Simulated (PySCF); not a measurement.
A species of formula C4H15NOSi3 has this rotational fingerprint, computed with PBE0/pcSseg-1 in PySCF (dipole) on a GFN2-xTB geometry, gas phase:

| Property | Result |
| --- | --- |
| Rotational constants | A = 1250, B = 815.3, C = 526.0 MHz |
| Dipole components | \|μa\| = 0.56 D, \|μb\| = 0.56 D, \|μc\| = 1.19 D |
| Inertial defect | -63.36 u·Å² |
| κ | -0.20 |

Problem. Which structure is it? (One computed conformer of each.)
A. `[CH3:1][O:2][C@@H:3]1[SiH2:4][CH2:5][SiH2:6][CH2:7][Si@H:8]1[NH2:9]` with C1–O2–C3–Si4 -73°, C7–Si8–N9–H -60° and 165°, O2–C3–Si4–C5 -170°, C3–Si4–C5–Si6 57°, Si4–C5–Si6–C7 -57°, C5–Si6–C7–Si8 52°
B. `[SiH3:1][O:2][SiH2:3][SiH2:4][N:5]1[CH2:6][CH2:7][CH2:8][CH2:9]1` with Si1–O2–Si3–Si4 -64°, O2–Si3–Si4–N5 166°, Si3–Si4–N5–C6 26°, Si4–N5–C6–C7 -152°, N5–C6–C7–C8 -36°, C6–C7–C8–C9 16°, C7–C8–C9–N5 8°
C. `[CH3:1][O:2][C@@H:3]1[SiH2:4][CH2:5][SiH2:6][CH2:7][Si@@H:8]1[NH2:9]` with C1–O2–C3–Si4 -81°, C7–Si8–N9–H -84° and 52°, O2–C3–Si4–C5 -60°, C3–Si4–C5–Si6 -57°, Si4–C5–Si6–C7 55°, C5–Si6–C7–Si8 -53°

Solution. A. It is CO[C@@H]1[SiH2]C[SiH2]C[Si@H]1N, an asymmetric top, point group C1. The candidates at the same level (rigid rotor, commonest isotopes):

```json
{"SMILES": "CO[C@@H]1[SiH2]C[SiH2]C[Si@@H]1N", "A (MHz)": "1111", "B (MHz)": "906.4", "C (MHz)": "608.3", "μa (D)": "1.10", "μb (D)": "0.18", "μc (D)": "1.14", "Δ (u·Å²)": "-181.75", "point group": "C1", "rotor": "asymmetric top"}
{"SMILES": "[SiH3]O[SiH2][SiH2]N1CCCC1", "A (MHz)": "2890", "B (MHz)": "370.6", "C (MHz)": "347.6", "μa (D)": "1.37", "μb (D)": "0.13", "μc (D)": "0.40", "Δ (u·Å²)": "-84.76", "point group": "C1", "rotor": "near-prolate asymmetric top"}
{"SMILES": "CO[C@@H]1[SiH2]C[SiH2]C[Si@H]1N", "A (MHz)": "1250", "B (MHz)": "815.3", "C (MHz)": "526.0", "μa (D)": "0.56", "μb (D)": "0.56", "μc (D)": "1.19", "Δ (u·Å²)": "-63.36", "point group": "C1", "rotor": "asymmetric top"}
```

`CO[C@@H]1[SiH2]C[SiH2]C[Si@@H]1N` has C 16 % too high; `[SiH3]O[SiH2][SiH2]N1CCCC1` has A 131 % too high. No structure here is proved a minimum.
